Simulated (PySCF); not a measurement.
Si(OH)(NH2) (H3NOSi), SMILES [Si](O)N (connectivity only; charge and spin as stated), neutral, multiplicity 1. Geometry: r2SCAN-D4/def2-TZVP. One conformer was computed; it need not be the lowest.

TDA-PBE0/def2-SVPD (PySCF) puts the lowest singlet excitations at 5.61, 6.18, 6.48, 6.98, 7.11, 7.46 eV.

Question: What are the lowest excitation roots from PySCF with ADC(2)/aug-cc-pVDZ? (An estimate is asked for; the answer gives what the named calculation found.)

Answer: 5.45, 6.09, 6.32, 6.41, 6.57, 6.99 eV. S1 differs by -0.16 eV (second minus first; roots are paired by order, and the bases may differ).
